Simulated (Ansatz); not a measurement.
Start from `[OH][Zr]([F])([F])[Br]` and change one atom or group to get `[CH3][Zr]([OH])([F])[F]`.

Ansatz, PBE0-D4/def2-TZVP geometries, multiplicity 1. Each molecule was computed in one conformer, which needn't be the lowest.

Elements past krypton have def2 core potentials. Scalar relativity is left out up to krypton.

```
                                        property  `[OH][Zr]([F])([F])[Br]`
             LUMO energy (B3LYP/def2-TZVPP) / eV                     -1.54
             HOMO energy (B3LYP/def2-TZVPP) / eV                     -8.53
               HOMO energy (PBE/def2-TZVPP) / eV                     -7.48
size of the dipole moment (B3LYP/def2-TZVPP) / D                      2.82
              LUMO energy (PBE0/def2-TZVPP) / eV                     -1.30
            HOMO–LUMO gap (PBE0/def2-TZVPP) / eV                      7.49
```

(1) What does the change do to each property? (Estimate.)

Results:

(1) Computed: 
```
                                        property  `[CH3][Zr]([OH])([F])[F]`  shift
             LUMO energy (B3LYP/def2-TZVPP) / eV                      -0.96   0.58
             HOMO energy (B3LYP/def2-TZVPP) / eV                      -7.68   0.85
               HOMO energy (PBE/def2-TZVPP) / eV                      -6.56   0.92
size of the dipole moment (B3LYP/def2-TZVPP) / D                       2.36  -0.46
              LUMO energy (PBE0/def2-TZVPP) / eV                      -0.69   0.61
            HOMO–LUMO gap (PBE0/def2-TZVPP) / eV                       7.23  -0.26
```

With PBE0 the HOMO rises by 0.88 eV and the LUMO rises by 0.61 eV, so the gap narrows by about 0.27 eV. PBE moves the HOMO by 0.92 eV and ωB97M-V by 0.81 eV. The zero-point energy changes by 87.5 kJ/mol with +9 modes. Dipoles are sizes alone; their direction can turn.

B3LYP here is the variant with VWN-RPA as its local correlation; programs differ in this.

Spin–orbit coupling is left out; it splits and shifts lone-pair levels of the heavy atoms by tenths of an eV.
